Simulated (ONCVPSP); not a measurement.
## What one change does to a pseudopotential (samarium, ONCV)

samarium (Sm), optimised norm-conserving Vanderbilt (ONCV), made with ONCVPSP 4.0.1 (PBE, scalar-relativistic). Core [Kr] 4d10 4f5, reference 5s2 5p6 5d2 6s1. Waves: 5s+6s: rc 2.60 bohr, ncon 4, nbas 7, qcut 6.1 1/bohr, 2 projectors; 5p: rc 2.75 bohr, ncon 4, nbas 8, qcut 5.1 1/bohr, 2 projectors, debl 2.7 Ha; 5d: rc 2.85 bohr, ncon 3, nbas 7, qcut 5.9 1/bohr, 1 projector. Local part: polynomial inside 1.85 bohr (lpopt 5, dvloc0 -1 Ha). Core correction: none.

All-electron outer shells of the reference configuration (PBE, scalar-relativistic, ld1.x):

```
shell  level (eV)  outermost node (bohr)  outermost maximum (bohr)
   5s      -45.19                   0.68                      1.25
   5p      -24.58                   0.73                      1.42
   4f       -6.46                      –                      0.61
   6s       -3.50                   1.67                      3.57
   5d       -1.88                   0.83                      2.06
```

Change: all radii scaled by about 1.29 (s 3.34, p 3.54, d 3.66 bohr); local potential polynomial inside 2.38 bohr (lpopt 5, dvloc0 -1 Ha). In the p channel the program set the typed energies aside and used -0.903, 0.050 Ha.

Cutoffs: the cutoffs (Ha) at which the residual kinetic energy of the hardest occupied pseudo-wave falls to 1 and 0.1 mHa per electron; they do not see the model core or the augmentation charge, which bear on the density cutoff. Errors are all-electron minus pseudo energies relative to the spin-unpolarised reference configuration.

Q: How do hardness, ghosts and transferability respond?

A: The potential gets softer (9.8 Ha and 12 Ha → 6.7 Ha and 8.4 Ha); of the 4 tests that both files solve, the error grows in 0 and shrinks in 2 by more than 15 % and 0.3 meV (median size 4.6 → 2.7 meV); neither file shows a bound ghost. A larger radius leaves more room for a smooth pseudo-wave, so fewer plane waves are needed.

| quantity | base | changed |
| --- | --- | --- |
| cutoff, loose | 9.8 Ha | 6.7 Ha |
| cutoff, tight | 12 Ha | 8.4 Ha |
| loose cutoff by channel | s 9.8 Ha, p 6.9 Ha, d 7.8 Ha | s 4.0 Ha, p 6.6 Ha, d 6.7 Ha |
| bound ghosts | none | none |
| GHOST(+) flags under 300 eV | s at 92.5 eV | none |
| error for 5s2 5p6 5d1 6s2, meV [ΔE -1.45 eV] | -2.6 | -0.1 |
| error for 5s2 5p6 5d1 6s1, meV [ΔE 5.01 eV] | -8.3 | -5.1 |
| error for 5s2 5p6 5d1 6s0, meV [ΔE 16.78 eV] | -6.6 | -5.9 |
| error for 5s2 5p6 5d1 6s1 6p1, meV [ΔE 1.28 eV] | 0.0 | +0.2 |
